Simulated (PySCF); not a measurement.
## C6H8NPSi: full NMR table

```
Formula                               : C6H8NPSi
SMILES                                : [SiH3]/C=P/c1cccnc1
InChI                                 : InChI=1S/C6H8NPSi/c9-5-8-6-2-1-3-7-4-6/h1-5H,9H3
Point group of the computed structure : C1
Carbon signals                        : 6
Proton signals                        : 6
```

Atoms are numbered as in `[SiH3:1]/[CH:2]=[P:3]/[c:4]1[cH:5][cH:6][cH:7][n:8][cH:9]1` (H(Xn): hydrogen on atom n).

- σ from GIAO-PBE0/pcSseg-1
- structure optimised with GFN2-xTB
- program: PySCF 2.14
- fast rotation and ring inversion assumed for equivalent nuclei, non-relativistic, in vacuum, single conformer

Referencing at the same level of theory: ¹H (σ = 31.72 ppm), ¹³C (σ = 186.93 ppm), ²⁹Si (σ = 349.16 ppm) against TMS; ³¹P (σ = 318.38 ppm) vs H3PO4; ¹⁵N (σ = 267.73 ppm) against NH3.

| carbon | δC, type | δH (multiplicity) | HMBC from (2–3 bonds) | span of the C tensor (ppm) |
| --- | --- | --- | --- | --- |
| C2 | 205.1, CH | 9.61 (m) | H(Si1) | 377 |
| C4 | 154.4, C | – | H(C2), H(C9), H(C5), H(C6) | 206 |
| C5 | 142.6, CH | 8.02 (m) | H(C9), H(C7), H(C6) | 247 |
| C6 | 126.7, CH | 7.40 (m) | H(C7), H(C5) | 230 |
| C7 | 156.4, CH | 8.99 (d) | H(C9), H(C5), H(C6) | 230 |
| C9 | 155.5, CH | 9.05 (m) | H(C7), H(C5) | 205 |

Other nuclei:
```tsv
atoms	nucleus	environment	δ (ppm)	σ (ppm)
H(Si1)	¹H	hydrogen on a silicon bonded to C	4.55	27.17
P3	³¹P	phosphorus bonded to 2 C	367.2	-48.8
Si1	²⁹Si	silicon bonded to C, 3 H	-76.0	425.2
N8	¹⁵N	pyridine-type ring nitrogen	364.4	-96.7
```

δC 156.4, 155.5: aromatic CH next to a ring nitrogen; the adjacent pyridine-type nitrogen withdraws density from it. δC 154.4: substituted aromatic carbon. δC 142.6, 126.7: aromatic CH. δH 9.61: hydrogen on a carbon double-bonded to a heavier main-group atom. δH 9.05, 8.99: hydrogen on an aromatic CH next to a ring nitrogen; ring current plus the neighbouring ring nitrogen.

Splittings by ³¹P in the carbon and heteronuclear signals aren't shown, as no couplings were computed. Shifts are as computed. Against solution values, carbons near 30 ppm lie about +3 ppm off and those near 130 ppm about +5 ppm. Of 1211 compounds with measured shifts, 218 miss one by over three times the rms of a fit or turn the order of signals round; such compounds aren't used in these exercises. Experimental scales use liquid or dissolved standards, which lie at an offset from isolated NH3 (liquid NH3: subtract about 20 ppm) and H3PO4. Unscaled 15N shifts of sp2 nitrogen come out 20 to 40 ppm too high even then. Multiplicities follow the n + 1 count of equivalent neighbours, as no J values were calculated; m marks all less simple cases, F and P coupling included.
